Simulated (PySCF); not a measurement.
**Excitation energy of Ho⁺ by level of theory**

Ho⁺ [Xe] 4f11 6s1 (high-spin determinant) → Ho⁺ [Xe] 4f10 6s1 6p1 (high-spin determinant), as a difference of total energies. Computed with PySCF 2.14 in ANO-RCC-VTZP (8s7p5d3f2g1h, 104 functions), with the spin-free X2C one-electron Hamiltonian (Gaussian nucleus). Correlated levels: valence: [Kr] 4d10 frozen; valence and next inner shell: [Ar] 3d10 frozen. The calculations carry no spin-orbit coupling.

```csv
method,excitation energy (eV)
UHF,0.757
MP2 (valence),5.690
SCS-MP2 (valence),5.252
MP2 (valence and next inner shell),6.207
SCS-MP2 (valence and next inner shell),5.576
```

Task: How much does correlation contribute at MP2 (valence and next inner shell)?

Result: 6.207 − (0.757) = 5.450 eV, measured against UHF.

The basis was made for the ground configuration and has no added diffuse functions, so the excitation energy can come out too high.

The determinant of the lower state and of the upper state mixes LS terms, which raises its energy above the lowest term, most at the Hartree-Fock and MP2 levels.
